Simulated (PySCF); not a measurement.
C5H12, SMILES CC(C)(C)C, GFN2-xTB optimised geometry.

```
17

C      0.65     0.84     1.25
C      0.15     0.11     0.00
C      0.65     0.84    -1.25
C     -1.38     0.08     0.00
C      0.69    -1.32     0.00
H      0.28     1.86     1.27
H      0.31     0.33     2.15
H      1.74     0.87     1.27
H      0.31     0.33    -2.15
H      0.28     1.86    -1.27
H      1.74     0.87    -1.27
H     -1.78     1.09     0.00
H     -1.75    -0.44     0.88
H     -1.75    -0.44    -0.88
H      0.35    -1.86     0.88
H      1.78    -1.32     0.00
H      0.35    -1.86    -0.88
```

Density from CAM-B3LYP/def2-SVP (PySCF) at that geometry.

Minimum of the electron density along straight lines between bonded atoms, close to the bond critical point (lines longer than 1.1 times the sum of covalent radii, or with two minima, are not listed):

| bond | length / Å | ρ at the minimum / e bohr⁻³ | ∇²ρ there / e bohr⁻⁵ | position (fraction from the first atom) |
|---|---|---|---|---|
| C1–C2 | 1.530 | 0.246 | -0.57 | 0.50 |
| C2–C3 | 1.530 | 0.246 | -0.57 | 0.50 |
| C2–C4 | 1.530 | 0.246 | -0.57 | 0.50 |
| C2–C5 | 1.530 | 0.246 | -0.57 | 0.50 |
| C1–H6 | 1.088 | 0.276 | -1.02 | 0.63 |
| C1–H7 | 1.088 | 0.276 | -1.02 | 0.63 |
| C1–H8 | 1.088 | 0.276 | -1.02 | 0.63 |
| C3–H9 | 1.088 | 0.276 | -1.02 | 0.63 |
| C3–H10 | 1.088 | 0.276 | -1.02 | 0.63 |
| C3–H11 | 1.088 | 0.276 | -1.02 | 0.63 |
| C4–H12 | 1.088 | 0.276 | -1.02 | 0.63 |
| C4–H13 | 1.088 | 0.276 | -1.02 | 0.63 |
| C4–H14 | 1.088 | 0.276 | -1.02 | 0.63 |
| C5–H15 | 1.088 | 0.276 | -1.02 | 0.63 |
| C5–H16 | 1.088 | 0.276 | -1.02 | 0.63 |
| C5–H17 | 1.088 | 0.276 | -1.02 | 0.63 |
